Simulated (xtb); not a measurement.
Input for xtb: GFN-FF on C4H10 (SMILES CCCC), a point of a torsion scan.

```
$ xtb mol.xyz --gfnff --sp --chrg 0 --uhf 0
14

C     -1.54462385    -0.26575979     0.45678442
C     -0.76584716     0.56462806    -0.55722467
C      0.68124599     0.07162131    -0.73273582
C      0.98112190    -0.35555098    -2.16515530
H     -1.07310205    -0.21472817     1.43600369
H     -1.58231917    -1.30810894     0.14731259
H     -2.56486871     0.10095670     0.54906331
H     -0.76904447     1.60790769    -0.23612012
H     -1.28236044     0.52163339    -1.51811332
H      0.85824210    -0.77644981    -0.06837623
H      1.38153359     0.85793317    -0.44491784
H      0.84803892     0.47990557    -2.84934347
H      0.31482398    -1.15960853    -2.47050803
H      2.00642748    -0.70898947    -2.25263669
```

Program output:

```
[...]
           -------------------------------------------------
          |                Calculation Setup                |
           -------------------------------------------------



          ==================== Thresholds ====================
          CN  :   150.00000
          rep :   500.00000
          disp:  2500.00000
          HB1 :   250.00000
          HB2 :   450.00000

          Pauling EN used:
          Z : 1  EN :  2.20
          Z : 6  EN :  2.55
          electric field strengths (au): 0.000

           -------------------------------------------------
          |           Force Field Initialization            |
           -------------------------------------------------

          distances ...
          ----------------------------------------
          generating topology and atomic info file ...
          pair mat ...
          computing topology distances matrix with Floyd-Warshall algo ...
          making topology EEQ charges ...
          #fragments for EEQ constrain: 1
          ----------------------------------------
          generating topology and atomic info file ...
          pair mat ...
          computing topology distances matrix with Floyd-Warshall algo ...
          making topology EEQ charges ...
          #fragments for EEQ constrain: 1
          rings ...
          # BATM   90
          # H in HB   0

  atom   neighbors  erfCN metchar sp-hybrid imet pi  qest     coordinates
    1  C       4    3.49   0.00         3    0    0  -0.056   -2.918916   -0.502213    0.863197
    2  C       4    3.48   0.00         3    0    0  -0.038   -1.447241    1.066992   -1.053002
    3  C       4    3.48   0.00         3    0    0  -0.038    1.287368    0.135345   -1.384670
    4  C       4    3.49   0.00         3    0    0  -0.056    1.854052   -0.671894   -4.091551
    5  H       1    0.97   0.00         0    0    0   0.019   -2.027869   -0.405777    2.713654
    6  H       1    0.97   0.00         0    0    0   0.019   -2.990150   -2.471968    0.278380
    7  H       1    0.97   0.00         0    0    0   0.019   -4.846899    0.190781    1.037579
    8  H       1    0.97   0.00         0    0    0   0.018   -1.453283    3.038505   -0.446202
    9  H       1    0.97   0.00         0    0    0   0.018   -2.423310    0.985744   -2.868818
   10  H       1    0.97   0.00         0    0    0   0.018    1.621843   -1.467277   -0.129212
   11  H       1    0.97   0.00         0    0    0   0.018    2.610720    1.621259   -0.840773
   12  H       1    0.97   0.00         0    0    0   0.019    1.602561    0.906890   -5.384479
   13  H       1    0.97   0.00         0    0    0   0.019    0.594931   -2.191343   -4.668584
   14  H       1    0.97   0.00         0    0    0   0.019    3.791598   -1.339796   -4.256866

          #atoms :   14
          #bonds :   13
          #angl  :   24
          #tors  :   28
          #nmol  :   1
          #optfrag :   1
           -------------------------------------------------
          |                   G F N - F F                   |
          |          A general generic force-field          |
          |                  Version 1.0.3                  |
           -------------------------------------------------
          Number of HB bonds (bound hydrogen)     0
          Number of HB bonds (unbound hydrogen)   0
          Number of XB bonds                      0

 E+G (total)                   0 d,  0 h,  0 min,  0.000 sec
 distance/D3 list               ...        0 min,  0.000 sec (  0.715%)
 non bonded repulsion           ...        0 min,  0.000 sec ( 26.714%)
 dCN                            ...        0 min,  0.000 sec (  3.910%)
Note: The following floating-point exceptions are signalling: IEEE_UNDERFLOW_FLAG IEEE_DENORMAL
normal termination of xtb
 EEQ energy and q               ...        0 min,  0.000 sec ( 20.819%)
 D3                             ...        0 min,  0.000 sec (  9.147%)
 EEQ gradient                   ...        0 min,  0.000 sec (  1.812%)
 bonds                          ...        0 min,  0.000 sec (  6.056%)
 bend and torsion               ...        0 min,  0.000 sec ( 11.598%)
 bonded ATM                     ...        0 min,  0.000 sec (  6.454%)
 HB/XB (incl list setup)        ...        0 min,  0.000 sec (  9.756%)

         :::::::::::::::::::::::::::::::::::::::::::::::::::::
         ::                     SUMMARY                     ::
         :::::::::::::::::::::::::::::::::::::::::::::::::::::
         :: total energy              -1.953836706600 Eh    ::
         :: gradient norm              0.024011952036 Eh/a0 ::
         ::.................................................::
         :: bond energy               -2.059503287161 Eh    ::
         :: angle energy               0.000590870322 Eh    ::
         :: torsion energy             0.003913956651 Eh    ::
         :: repulsion energy           0.111345937665 Eh    ::
         :: electrostat energy        -0.004226269021 Eh    ::
         :: dispersion energy         -0.005800897182 Eh    ::
         :: HB energy                  0.000000000000 Eh    ::
         :: XB energy                  0.000000000000 Eh    ::
         :: bonded atm energy         -0.000157017874 Eh    ::
         :: external energy            0.000000000000 Eh    ::
         :: add. restraining           0.000000000000 Eh    ::
         :: total charge               0.000000000000 e     ::
         :::::::::::::::::::::::::::::::::::::::::::::::::::::

           -------------------------------------------------
          |                Property Printout                |
           -------------------------------------------------

molecular dipole:
                 x           y           z       tot (Debye)
 q only:       -0.004      -0.011      -0.004       0.031

           -------------------------------------------------
          | TOTAL ENERGY               -1.953836706600 Eh   |
          | GRADIENT NORM               0.024011952036 Eh/α |
           -------------------------------------------------
########################################################################
[WARNING] Runtime exception occurred
-1- gfnff_setup: Could not read topology file.
########################################################################

------------------------------------------------------------------------
------------------------------------------------------------------------
 total:
 SCF:
```

The run finished.

Cost: roughly 0.03 core-seconds.
